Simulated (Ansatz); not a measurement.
Reactions of C₃H₅FO (`CC(F)=CO`).

Computed with Ansatz on PBE0-D4/def2-TZVP structures; ΔE is electronic, products minus reactants. CCSD(T)/CBS adds triple-zeta CCSD(T) − MP2 to the extrapolated MP2 energy (def2 sets, frozen cores). This one scheme is used for every species. Double bonds are as drawn, so ΔE can hold a change between cis and trans. def2 core potentials past Kr. For In, Se outer-core shells are correlated without core-valence functions, which leaves a few kJ/mol of doubt a bond. Scalar relativity is left out up to krypton. Each species was taken in one conformer, which may not be the lowest.

Q: Order these by ΔE at CCSD(T)/CBS, lowest first. (An estimate is asked.)
A. `C/C(F)=C\O` + `[F][Al]([F])[SeH]` → `C[Se][Al]([F])[F]` + `O/C=C\F`
B. `C/C(F)=C\O` + H₂S → `C/C(S)=C/O` + H–F
C. `C/C(F)=C\O` + `[OH][InH][Cl]` → `C[O][InH][Cl]` + `O/C=C\F`

A: B (-52.5 kJ/mol), A (+16.3 kJ/mol), C (+66.6 kJ/mol).

Largest T1 diagnostic: 0.016, for `C[O][InH][Cl]`.
